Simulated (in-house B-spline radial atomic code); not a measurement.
# Binding energies in Cd²⁺

NIST's tabulated ground configuration is [Kr] 4d10; each binding energy is the energy of the ion with one electron taken from that subshell, relaxed, less that of the parent. Method: Dirac-Hartree-Fock, average of configuration, Fermi nucleus of rms radius 4.6087 fm. Calculated with a radial B-spline atomic code at the basis-set limit. Energies include first-order Breit, QED and recoil terms.

```
subshell  X-ray name  binding energy (eV)  -ε (eV)  relaxation (eV)
      1s           K              26738.2  26885.9             63.7
      2s          L1               4052.3   4094.7             33.9
   2p1/2          L2               3755.9   3801.4             37.2
   2p3/2          L3               3566.1   3608.0             36.1
      3s          M1                800.8    816.2             14.0
   3p1/2          M2                681.8    697.4             14.4
   3p3/2          M3                647.1    661.8             14.0
   3d3/2          M4                438.2    453.8             15.3
   3d5/2          M5                431.5    446.7             15.1
      4s          N1                143.5    147.5              3.7
   4p1/2          N2                104.1    107.5              3.3
   4p3/2          N3                98.28   101.45             3.08
   4d3/2          N4                36.52    38.55             2.03
   4d5/2          N5                35.82    37.75             1.95
```

Relaxation = -ε minus the binding energy without Breit, QED and recoil terms.

Emission lines follow as differences of binding energies, with λ = 12398.42 eV·Å / E:

```json
{"line": "K-L3", "holes": "1s → 2p3/2", "energy (eV)": "23172.1", "wavelength (Å)": "0.53506"}
{"line": "K-L2", "holes": "1s → 2p1/2", "energy (eV)": "22982.3", "wavelength (Å)": "0.53948"}
{"line": "K-M3", "holes": "1s → 3p3/2", "energy (eV)": "26091.1", "wavelength (Å)": "0.4752"}
{"line": "L3-M5", "holes": "2p3/2 → 3d5/2", "energy (eV)": "3134.6", "wavelength (Å)": "3.9553"}
{"line": "L2-M4", "holes": "2p1/2 → 3d3/2", "energy (eV)": "3317.7", "wavelength (Å)": "3.7371"}
{"line": "L1-M3", "holes": "2s → 3p3/2", "energy (eV)": "3405.2", "wavelength (Å)": "3.641"}
{"line": "L3-M1", "holes": "2p3/2 → 3s", "energy (eV)": "2765.3", "wavelength (Å)": "4.4836"}
{"line": "L2-N4", "holes": "2p1/2 → 4d3/2", "energy (eV)": "3719.4", "wavelength (Å)": "3.3335"}
```

Question: What screening constant σ does Moseley's law, E = (3/4)·13.6057 eV·(Z - σ)², need for K-L3?

Answer: σ = 0.35.

Moseley's non-relativistic formula needs a falling, then negative, screening constant for heavy elements, because relativity binds the 1s electron more strongly than the formula allows.

Question: What does it cost to remove both a 4p1/2 and a 4d3/2 electron?

Answer: 156.32 eV, which is 15.73 eV more than the two single binding energies together.

Question: What does it cost to remove both a 3d5/2 and a 4d3/2 electron?

Answer: 486.92 eV, which is 18.92 eV more than the two single binding energies together.

Question: What does it cost to remove both a 2p3/2 and a 3d3/2 electron?

Answer: 4059.5 eV, which is 55.14 eV more than the two single binding energies together.
